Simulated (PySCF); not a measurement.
## Vertical excitation energies

Compound: C4H10As2.
InChI=1S/C4H10As2/c1-2-4(6)3-5/h2,4H,1,3,5-6H2/t4-/m1/s1

Level of theory: TDDFT CAM-B3LYP/def2-SVPD, vertical, gas phase, core orbitals frozen in the response in PySCF 2.14.0, density-fitted response routines. Geometry: PBE0-D3(BJ)/def2-SVP, one conformer, isolated molecule. The CAM-B3LYP/def2-SVPD calculation is non-relativistic and has no spin–orbit coupling, an omission that weighs most on arsenic. Torsions of this conformer, `[CH2:1]=[CH:2][C@@H:3]([AsH2:4])[CH2:5][AsH2:6]`: C1–C2–C3–As4 103°, C2–C3–C5–As6 56°, H–As4–C3–C2 162°, H–As4–C3–C2 69°, H–As6–C5–C3 158°, H–As6–C5–C3 65°.

Q: List the vertical singlet excitations with oscillator strengths and describe the spectrum.

A: 

```json
{"state": "S1", "E (eV)": "5.90", "E (kJ/mol)": "569", "λ (nm)": "210.1", "f": "0.102", "main configurations (H = HOMO, L = LUMO)": "H→L (89%)"}
{"state": "S2", "E (eV)": "6.16", "E (kJ/mol)": "595", "λ (nm)": "201.2", "f": "0.034", "main configurations (H = HOMO, L = LUMO)": "H→L+1 (83%)"}
{"state": "S3", "E (eV)": "6.33", "E (kJ/mol)": "611", "λ (nm)": "195.8", "f": "0.121", "main configurations (H = HOMO, L = LUMO)": "H→L+2 (50%), H-1→L (17%), H→L+3 (10%)"}
{"state": "S4", "E (eV)": "6.51", "E (kJ/mol)": "628", "λ (nm)": "190.5", "f": "0.042", "main configurations (H = HOMO, L = LUMO)": "H→L+3 (27%), H→L+4 (26%), H→L+2 (16%)"}
{"state": "S5", "E (eV)": "6.66", "E (kJ/mol)": "642", "λ (nm)": "186.2", "f": "0.247", "main configurations (H = HOMO, L = LUMO)": "H→L+3 (32%), H→L+4 (16%), H-1→L (15%)"}
{"state": "S6", "E (eV)": "6.76", "E (kJ/mol)": "653", "λ (nm)": "183.3", "f": "0.075", "main configurations (H = HOMO, L = LUMO)": "H→L+4 (25%), H-1→L+2 (15%), H-2→L (12%)"}
{"state": "S7", "E (eV)": "6.89", "E (kJ/mol)": "665", "λ (nm)": "179.9", "f": "0.057", "main configurations (H = HOMO, L = LUMO)": "H-2→L (44%), H→L+7 (13%), H→L+5 (8%)"}
{"state": "S8", "E (eV)": "7.00", "E (kJ/mol)": "676", "λ (nm)": "177.0", "f": "0.055", "main configurations (H = HOMO, L = LUMO)": "H-1→L+1 (29%), H-1→L (20%), H→L+8 (12%)"}
{"state": "S9", "E (eV)": "7.19", "E (kJ/mol)": "694", "λ (nm)": "172.5", "f": "0.115", "main configurations (H = HOMO, L = LUMO)": "H-1→L+2 (23%), H-1→L (13%), H→L+2 (11%)"}
{"state": "S10", "E (eV)": "7.27", "E (kJ/mol)": "701", "λ (nm)": "170.6", "f": "0.279", "main configurations (H = HOMO, L = LUMO)": "H-2→L+1 (51%), H-2→L (18%), H→L+7 (9%)"}
```

Triplets (Tamm–Dancoff): T1 4.16 eV, H-2→L (34%), H→L (24%), H-2→L+1 (15%); T2 5.13 eV, H→L (34%), H-1→L (14%), H→L+2 (14%); T3 5.32 eV, H→L+2 (32%), H→L+1 (11%), H-1→L+2 (9%); T4 5.57 eV, H→L+4 (24%), H→L+2 (12%).

The lowest singlet comes at 210 nm (569 kJ/mol) in the ultraviolet; it is of moderate strength; its leading configuration is HOMO→LUMO (89%). The strongest level in the table is S10 at 7.27 eV (171 nm, f = 0.279). It is the last of those listed, so stronger ones may follow. Löwdin shares by element: HOMO arsenic 54%, carbon 20% or more (atoms not listed hold the other 26%); LUMO carbon 42% or more, arsenic 20% or more (atoms not listed hold the other 38%). Of the 10 states listed, 10 reach f = 0.01 and none stays under 0.0005. Orbital energies (eV): HOMO-3 -10.38, HOMO-2 -9.03, HOMO-1 -8.86, HOMO -8.01, LUMO 0.66, LUMO+1 0.98, LUMO+2 1.35. The oscillator strengths of these states sum to 1.127; summed over the whole spectrum of an exact calculation they would give the number of electrons, 100 (Thomas–Reiche–Kuhn). The vertical ionisation energy (ΔSCF) is 8.67 eV, 1.41 eV above S10. The window holds the lowest 10 singlets.
